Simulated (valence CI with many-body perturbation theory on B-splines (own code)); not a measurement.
# Level structure of Dy⁶⁰⁺

Computed by configuration interaction combined with many-body perturbation theory (CI+MBPT): four valence electrons over a frozen Dirac-Fock core [He], a basis of 11 s, 11 p, 10 d, 8 f, 5 g, 2 h functions for each j, with the one-electron correlation potential Σ1 (screened to all orders), the two-electron term Σ2, the three-electron term Σ3, Breit, model QED; selected single and double excitations, second order for the rest, scaled by the run's own slope (own B-spline code, finite nucleus).

No measured spectrum was set against this ion. As an estimate, large intervals hold to a few tenths of a per cent, small ones and those within an open d or f shell to about a per cent. Among the levels kept, up to 930 cm⁻¹ of a level comes from second order outside the variational space, and about a tenth of that is noise between levels of different J, which matters for small intervals.

Levels 46 to 90 of 208, with energies above the lowest level, (2s^2 2p1/2^2) J=0. "Leading %" is the weight of the configuration and term that name the level; weights of strongly mixed levels are sums over their largest components and can fall short. In the jj column 3d3/2^4 stands for four electrons in 3d with j = 3/2. Lifetimes count E1, E2, E3, M1 and M2 decay at the calculated energies, and are blank where another channel may lead or the interval is too uncertain; long ones can be off by a factor of two.

| No. | Configuration | Term | J | E (× 10³ cm⁻¹) | Leading % | Leading jj | Lifetime | g |
| --- | --- | --- | --- | --- | --- | --- | --- | --- |
| 46 | 2s2p²3s | ³P | 1 | 72777 | 66 | 2s 2p1/2 2p3/2 3s (98 %) | 5.66 fs | 1.555 |
| 47 | 2s2p²3s | ³D | 3 | 72867 | 61 | 2s 2p1/2 2p3/2 3s (98 %) | 10.4 fs | 1.430 |
| 48 | 2s2p²3s | ³P | 2 | 73051 | 39 | 2s 2p1/2 2p3/2 3s (99 %) | 5.80 fs | 1.222 |
| 49 | 2s2p²3p | ⁵P° | 1 | 73205 | 39 | 2s 2p1/2 2p3/2 3p1/2 (100 %) | 9.25 fs | 1.872 |
| 50 | 2s2p²3p | ⁵D° | 2 | 73287 | 46 | 2s 2p1/2 2p3/2 3p1/2 (100 %) | 4.76 fs | 1.343 |
| 51 | 2s2p²3s | ³P | 0 | 73426 | 97 | 2s 2p1/2 2p3/2 3s (97 %) | 5.18 fs |  |
| 52 | 2s2p²3s | ¹P | 1 | 73432 | 44 | 2s 2p1/2 2p3/2 3s (95 %) | 5.55 fs | 0.940 |
| 53 | 2s2p²3s | ³P | 1 | 73478 | 70 | 2s 2p1/2 2p3/2 3s (99 %) | 11.9 fs | 1.389 |
| 54 | 2s2p²3s | ¹D | 2 | 73500 | 39 | 2s 2p1/2 2p3/2 3s (98 %) | 10.6 fs | 1.199 |
| 55 | 2s2p²3p | ³D° | 3 | 73522 | 33 | 2s 2p1/2 2p3/2 3p1/2 (99 %) | 3.18 fs | 1.215 |
| 56 | 2s2p²3p | ³P° | 2 | 73779 | 42 | 2s 2p1/2 2p3/2 3p1/2 (99 %) | 5.41 fs | 1.475 |
| 57 | 2s²2p3p | ³D | 3 | 73928 | 97 | 2s^2 2p3/2 3p3/2 (97 %) | 133 fs | 1.316 |
| 58 | 2s²2p3p | ¹P | 1 | 73938 | 51 | 2s^2 2p3/2 3p3/2 (94 %) | 54.7 fs | 1.328 |
| 59 | 2s2p²3p | ³P° | 0 | 74008 | 49 | 2s 2p1/2 2p3/2 3p1/2 (98 %) | 2.96 fs |  |
| 60 | 2s2p²3p | ³D° | 1 | 74016 | 59 | 2s 2p1/2 2p3/2 3p1/2 (98 %) | 3.15 fs | 0.885 |
| 61 | 2s2p²3p | ³F° | 2 | 74036 | 45 | 2s 2p1/2 2p3/2 3p1/2 (99 %) | 4.36 fs | 0.905 |
| 62 | 2s²2p3p | ³P | 2 | 74149 | 62 | 2s^2 2p3/2 3p3/2 (96 %) | 98.7 fs | 1.304 |
| 63 | 2s²2p3p | ¹S | 0 | 74338 | 66 | 2s^2 2p3/2 3p3/2 (97 %) | 89.4 fs |  |
| 64 | 2s2p²3p | ³D° | 1 | 74366 | 29 | 2s 2p1/2 2p3/2 3p1/2 (99 %) | 5.33 fs | 1.118 |
| 65 | 2s²2p3d | ³D° | 2 | 74569 | 48 | 2s^2 2p3/2 3d3/2 (96 %) | 1.13 fs | 1.018 |
| 66 | 2s²2p3d | ³F° | 3 | 74628 | 52 | 2s^2 2p3/2 3d3/2 (96 %) | 1.18 fs | 1.077 |
| 67 | 2s²2p3d | ³P° | 1 | 74658 | 56 | 2s^2 2p3/2 3d3/2 (97 %) | 927 as | 1.080 |
| 68 | 2s²2p3d | ³P° | 0 | 74682 | 97 | 2s^2 2p3/2 3d3/2 (97 %) | 1.21 fs |  |
| 69 | 2s²2p3d | ³F° | 4 | 75017 | 97 | 2s^2 2p3/2 3d5/2 (97 %) | 8.43 ps | 1.234 |
| 70 | 2s²2p3d | ³P° | 2 | 75111 | 45 | 2s^2 2p3/2 3d5/2 (96 %) | 1.37 fs | 1.234 |
| 71 | 2s2p²3p | ⁵D° | 3 | 75211 | 32 | 2s 2p1/2 2p3/2 3p3/2 (60 %) | 1.50 fs | 1.367 |
| 72 | 2s²2p3d | ³D° | 3 | 75254 | 37 | 2s^2 2p3/2 3d5/2 (58 %) | 1.03 fs | 1.317 |
| 73 | 2s2p²3p | ⁵P° | 1 | 75266 | 24 | 2s 2p1/2 2p3/2 3p3/2 (78 %) | 3.56 fs | 1.563 |
| 74 | 2p³3s | ³P° | 2 | 75304 | 31 | 2p1/2^2 2p3/2 3s (65 %) | 6.78 fs | 1.492 |
| 75 | 2s²2p3d | ¹P° | 1 | 75329 | 58 | 2s^2 2p3/2 3d5/2 (92 %) | 992 as | 1.095 |
| 76 | 2p³3s | ¹P° | 1 | 75425 | 19 | 2p1/2^2 2p3/2 3s (59 %) | 4.58 fs | 1.109 |
| 77 | 2s2p²3p | ³D° | 2 | 75442 | 39 | 2s 2p1/2 2p3/2 3p3/2 (84 %) | 5.04 fs | 1.367 |
| 78 | 2s2p²3p | ³P° | 0 | 75516 | 80 | 2s 2p1/2 2p3/2 3p3/2 (99 %) | 2.78 fs |  |
| 79 | 2s2p²3p | ³F° | 4 | 75537 | 60 | 2s 2p1/2 2p3/2 3p3/2 (97 %) | 572 fs | 1.321 |
| 80 | 2s2p²3p | ³P° | 2 | 75680 | 44 | 2s 2p1/2 2p3/2 3p3/2 (84 %) | 7.24 fs | 1.431 |
| 81 | 2s2p²3p | ³D° | 3 | 75723 | 52 | 2s 2p1/2 2p3/2 3p3/2 (99 %) | 4.67 fs | 1.278 |
| 82 | 2s2p²3p | ¹P° | 1 | 75804 | 29 | 2s 2p1/2 2p3/2 3p3/2 (80 %) | 3.29 fs | 1.204 |
| 83 | 2s2p²3d | ⁵F | 2 | 75808 | 44 | 2s 2p1/2 2p3/2 3d3/2 (96 %) | 2.47 fs | 1.164 |
| 84 | 2s2p²3d | ⁵D | 1 | 75826 | 46 | 2s 2p1/2 2p3/2 3d3/2 (96 %) | 2.93 fs | 1.198 |
| 85 | 2s2p²3d | ⁵D | 0 | 75840 | 83 | 2s 2p1/2 2p3/2 3d3/2 (100 %) | 14.5 fs |  |
| 86 | 2s2p²3d | ⁵F | 3 | 75889 | 51 | 2s 2p1/2 2p3/2 3d3/2 (97 %) | 3.43 fs | 1.172 |
| 87 | 2p³3p | ³P | 1 | 75968 | 20 | 2p1/2^2 2p3/2 3p1/2 (83 %) | 1.22 fs | 1.471 |
| 88 | 2p³3p | ³D | 2 | 75986 | 20 | 2p1/2^2 2p3/2 3p1/2 (83 %) | 1.32 fs | 1.160 |
| 89 | 2s2p²3p | ³D° | 2 | 76106 | 36 | 2s 2p1/2 2p3/2 3p3/2 (95 %) | 5.16 fs | 1.345 |
| 90 | 2s2p²3p | ³D° | 3 | 76112 | 45 | 2s 2p1/2 2p3/2 3p3/2 (99 %) | 6.77 fs | 1.166 |
